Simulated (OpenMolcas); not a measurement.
Mg I: effect of the active space

* Program: OpenMolcas
* Method: CASSCF or its RAS form
* Basis: ANO-RCC-VQZP
* Scalar Hamiltonian: DKH2, point nucleus
* Spin-orbit coupling: RASSI with atomic mean-field integrals over the reference wave functions, term energies averaged over their components

A. 2 electrons in 4 orbitals (3s 3p); 2S+1 = 3 even, 3 roots; 2S+1 = 1 even, 1 root; 2S+1 = 3 odd, 3 roots; 2S+1 = 1 odd, 3 roots; cost of the order of 12 core-seconds
B. 2 electrons in 8 orbitals (3s 3p 4s 4p); 2S+1 = 3 even, 3 roots; 2S+1 = 1 even, 1 root; 2S+1 = 3 odd, 3 roots; 2S+1 = 1 odd, 3 roots; cost about 18 core-seconds
C. 2 electrons in 9 orbitals (RAS2 3s 3p; RAS3 3d, at most 2 electrons); 2S+1 = 3 even, 3 roots; 2S+1 = 1 even, 1 root; 2S+1 = 3 odd, 3 roots; 2S+1 = 1 odd, 3 roots; cost roughly 20 core-seconds

Energies in cm⁻¹ above 3s² ¹S₀, the measured ground level; measured values from NIST Handbook of Basic Atomic Spectroscopic Data.

```
     Level      A      B      C  Measured
   3s² ¹S₀    0.0    0.0    0.0       0.0
3s 3p ³P°₀  21876  21965  20877     21850
3s 3p ³P°₁  21891  21981  20893     21870
3s 3p ³P°₂  21922  22012  20925     21911
3s 3p ¹P°₁  40244  40459  36513     35051
```

Deviations, from unrounded energies. A percentage is the sum of absolute deviations over the sum of measured energies, with the sign that they share, or ± where signs differ.

```csv
Against measurement,Levels,A,B,C
mean absolute deviation (cm-1),4,1300,1400,1100
other configurations (%),4,+5.2,+5.7,±4.4
```

C lies closest to measurement on these levels and B furthest from it. The largest miss of C in the table is 3s 3p ¹P°₁, by +1500 cm-1. The ranking rests on the paired levels alone, and a cruder setting can come out closer through cancelling errors.

Among A to C the level of the table that moves most is 3s 3p ¹P°₁, by 3900 cm-1 (lowest in C, highest in B).

Without dynamic correlation excited terms often stand tens of per cent too high (terms of higher spin than the ground term too low), and those without a measured partner can miss by more than the paired ones. Active for correlation alone: 4p 4s; no level in the range computed is led by a configuration that fills them, so any true level of that kind is missing (holds for B). Active for correlation alone: 3d; no level in the range computed is led by a configuration that fills it, so any true level of that kind is missing (holds for C). Computed and measured levels are paired by configuration, term and J; levels that our copy of the source lacks, or whose pairing is in doubt (as where it misses far off the trend of its configuration), stay unpaired and out of the deviations. Only configurations of the active space appear. The table leaves out levels that lie high or whose names do not pair safely across all columns.

° marks odd parity.
